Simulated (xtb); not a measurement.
CH₅F₃Si₂, SMILES F[SiH2]C(F)(F)[SiH3]. All values are semi-empirical tight-binding results from xtb (GFN2-xTB unless named), good for trends rather than for accurate numbers. Geometry optimised at GFN2-xTB. The structure was generated by enumeration, and PubChem lists no compound with its InChIKey, so it may never have been made. The values are those of a single conformer.

Computed properties:
The point group as xtb finds it comes out as Cs and the orbital gap is 4.67 eV. The dipole moment is 4.36 D, the zero-point energy is 33.4 kcal/mol and the G − E(el) at 298.15 K (modified RRHO) is 11.9 kcal/mol. The static polarisability (D4 model) is 75.3 bohr³ and the solvation energy, GFN2-xTB/ALPB(water) is -2.5 kcal/mol. The solvation energy, GFN2-xTB/ALPB(hexane) is -3.5 kcal/mol.
